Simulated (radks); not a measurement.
Spherical quantum dot in the effective-mass picture: electrons in a hard-walled sphere of radius 3.79, all in effective atomic units (hartree* = m*/eps^2 hartree, bohr* = eps/m* bohr), one dielectric constant everywhere. Calculated with a radial shooting solver with Libxc functionals: non-relativistic Kohn-Sham, exchange-only LDA, spin-polarised, spherical densities. Levels are named by radial order and angular momentum (1s, 1p, 1d, 2s, ...), and open shells are averaged over m. Results are scaled to m* = 0.583 and eps = 8, for which hartree* = 247.9 meV and bohr* = 0.7261 nm.

N = 27, configuration 1s2 1p6 1d10 1f(up 7, down 2). This is the lowest configuration that the search found. Occupied and some empty levels:

| level | occupation | eigenvalue (meV) | <r> (nm) |
|---|---|---|---|
| 1s up | 1 | 2315.6 | 1.897 |
| 1s down | 1 | 2331.1 | 1.885 |
| 1p up | 3 | 2358.2 | 1.958 |
| 1p down | 3 | 2374.4 | 1.952 |
| 1d up | 5 | 2433.2 | 2.013 |
| 1d down | 5 | 2450.0 | 2.010 |
| 1f up | 7 | 2536.7 | 2.060 |
| 1f down | 2 | 2554.0 | 2.058 |
| 2s up | 0 | 2633.5 | 1.223 |
| 2s down | 0 | 2638.9 | 1.221 |
| 1g up | 0 | 2666.6 | 2.100 |
| 1g down | 0 | 2684.2 | 2.099 |
| 2p up | 0 | 2780.4 | 1.437 |
| 2p down | 0 | 2788.1 | 1.433 |
| 2d up | 0 | 2955.5 | 1.571 |
| 2d down | 0 | 2965.0 | 1.568 |

Energy (meV): total 36765.6, kinetic 9223.0, external 0, Hartree 30269, exchange-correlation -2726.2.

Electron density:

| r (nm) | n(r) (e/nm^3) |
|---|---|
| 0.150 | 0.01094 |
| 0.287 | 0.01315 |
| 0.423 | 0.01735 |
| 0.560 | 0.02450 |
| 0.697 | 0.03609 |
| 0.834 | 0.05421 |
| 0.971 | 0.08181 |
| 1.11 | 0.1218 |
| 1.24 | 0.1775 |
| 1.38 | 0.2503 |
| 1.52 | 0.3390 |
| 1.65 | 0.4372 |
| 1.79 | 0.5292 |
| 1.93 | 0.5924 |
| 2.07 | 0.5981 |
| 2.20 | 0.5256 |
| 2.34 | 0.3795 |
| 2.48 | 0.2004 |
| 2.61 | 0.05459 |
| 2.75 | 0.0001299 |
